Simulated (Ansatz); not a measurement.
Cost and result for the atomization energy of C2H7AlTe (`C[CH2][AlH][TeH]`) (11 atoms, 10 bonds).

Z-matrix (Å, degrees):
```
C
C 1 1.525
H 1 1.093 2 111.6
H 1 1.094 2 111.9 3 120.2
H 1 1.093 2 111.6 3 -119.6
Al 2 1.957 1 117.8 3 59.8
H 2 1.099 1 110.5 3 -177.8
H 2 1.099 1 110.5 3 -62.7
Te 6 2.532 2 121.6 1 -0.1
H 6 1.586 2 123.3 1 179.9
H 9 1.658 6 91.4 2 -0.0
```

Total charge 0; spin multiplicity 1. Correlated methods include outer-core shells of Te, which these sets cover unevenly. Te: def2 effective core potential. The geometry is a stationary point of PBE0-D4/def2-TZVP. It is one conformer, not always the lowest. Program: Ansatz. All runs use 4 threads of an Arm Neoverse V2 on a shared host. Times are those of one run each, without the atoms' runs, and a repeat can differ threefold. Electronic energies, without spin–orbit coupling; frozen cores. CCSD(T)/CBS adds CCSD(T) − MP2 in def2-TZVPP to the MP2 limit, and its time is that of the two runs behind it. T1 = 0.010. With those shells the extrapolation isn't a true limit. B3LYP takes the VWN-RPA correlation (the form of Gaussian; ORCA's B3LYP/G).

CCSD(T)/CBS is a level of theory with its own doubt, some kJ/mol a heavy atom from the limit and from the frozen cores, so smaller differences don't rank the functionals.

| level | functions | atomization (kcal/mol) | difference from CCSD(T)/CBS | per bond |
| --- | --- | --- | --- | --- |
| ωB97X-V/def2-TZVPP | 252 | 872.5 | -1.9 | -0.2 |
| PBE-D4/def2-TZVPP (with forces) | 252 | 878.0 | 3.6 | 0.4 |
| ωB97M-V/def2-TZVPP (with forces) | 252 | 869.5 | -4.9 | -0.5 |
| PBE0-D4/def2-TZVPP | 252 | 870.5 | -3.9 | -0.4 |
| CCSD(T)/def2-TZVPP | 252 | 851.9 | -22.5 | -2.3 |
| B2PLYP/def2-TZVPP | 252 | 859.2 | -15.2 | -1.5 |
| MP2/def2-QZVPP | 476 | 868.4 | -6.0 | -0.6 |
| r2SCAN-D4/def2-TZVPP (with forces) | 252 | 872.0 | -2.4 | -0.2 |
| CCSD(T)/CBS(def2) | – | 874.4 | 0.0 | 0.0 |
| B3LYP-D4/def2-TZVPP (with forces) | 252 | 869.5 | -4.9 | -0.5 |

Q: Order the runs by time, with rough figures. (Best estimate.)

A: Computed: PBE-D4/def2-TZVPP (with forces) 2.3 s; PBE0-D4/def2-TZVPP 2.5 s; B3LYP-D4/def2-TZVPP (with forces) 4.1 s; r2SCAN-D4/def2-TZVPP (with forces) 4.3 s; B2PLYP/def2-TZVPP 5.5 s; ωB97X-V/def2-TZVPP 7.5 s; ωB97M-V/def2-TZVPP (with forces) 11 s; MP2/def2-QZVPP 19 s; CCSD(T)/def2-TZVPP 2.8 min; CCSD(T)/CBS(def2) 3.1 min.

The D4 term adds +8.9 kcal/mol with B3LYP and +4.8 kcal/mol with PBE0; it sums over pairs of atoms, weighted by their polarisabilities, and B3LYP, whose exchange is more repulsive, gets the larger term. From PBE to PBE0 (25 % exact exchange), in def2-TZVPP and without D4, the atomization energy moves by −6.8 kcal/mol: exact exchange takes away binding that semilocal exchange gives to molecules. In def2-TZVPP, CCSD(T) changes the Hartree–Fock value by +200.6 kcal/mol (the triples alone add +10.9 kcal/mol) and MP2 by +203.9 kcal/mol; breaking electron pairs costs correlation energy, which Hartree–Fock lacks.

Spin–orbit coupling would lower the free Te atoms strongly, and the atomization energy with them, by more than many differences here.
